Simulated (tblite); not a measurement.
Compound: C5H11AsBN.
Structure used (GFN2-xTB), in Å, numbered top down from 1:
```
atom  x, y, z in Å
C1     3.3879   -1.2242   -0.3575
C2     2.1700   -0.5704    0.0125
N3     1.2032    0.0005    0.2927
B4    -0.0366    0.7184    0.5030
As5    0.3526    2.6444   -0.3107
C6    -1.1982   -0.0435   -0.3139
C7    -2.6426    0.2161    0.0044
C8    -2.0353   -1.1114    0.3333
H9     3.2164   -2.2934   -0.4889
H10    4.1300   -1.0779    0.4274
H11    3.7694   -0.8043   -1.2896
H12   -0.2244    0.8175    1.6751
H13    0.4103    2.1680   -1.7485
H14   -1.1069    2.9438   -0.5000
H15   -0.9909   -0.2146   -1.3693
H16   -3.3565    0.2665   -0.8063
H17   -2.8707    0.8858    0.8216
H18   -1.8525   -1.3411    1.3731
H19   -2.3351   -1.9709   -0.2508
```

Method: GFN2-xTB as coded in tblite; computed harmonic values from a numerical Hessian at the method's own geometry, unscaled. Against measured fundamentals such values can be off by several per cent, at times by over 20. Modes of hydrogen on arsenic and boron can be 10 to 20 % off. One conformer, not necessarily the lowest. The optimisation stopped once no atom felt more than 0.01 eV/Å.

Lowest wavenumbers of the output (negative numbers stand for imaginary wavenumbers):
```
mode    cm-1
  1     -27.5
  2      38.2
  3      59.6
  4      72.8
  5     104.7
  6     126.3
  7     200.5
  8     249.2
  9     256.4
 10     308.2
```

**Question.** Is this structure a minimum?

**Answer.** Not by this Hessian. 1 mode is imaginary beyond 20i (28i cm⁻¹), so at this level the point lies at or near a first-order saddle. The curvature is small, so loose convergence or finite differences may be the whole cause.

**Question.** Which atoms move in the imaginary mode?

**Answer.** 28i: H10 (methyl hydrogen) 33 %, H11 (methyl hydrogen) 33 %, H9 (methyl hydrogen) 33 %. These are shares of the mass-weighted motion.

**Question.** What is the remedy?

**Answer.** Step along that mode in both directions, optimise again with tighter thresholds and repeat the frequencies. The zero-point energy of this point (90.3 kcal/mol) counts the 50 real modes alone, and thermal corrections from it aren't those of a minimum.

Hardware: Arm Neoverse N1, one thread, shared host with 64 logical CPUs at a one-minute load of 60. Cost: 1.2 s of wall time. The figure is for the frequency step alone.
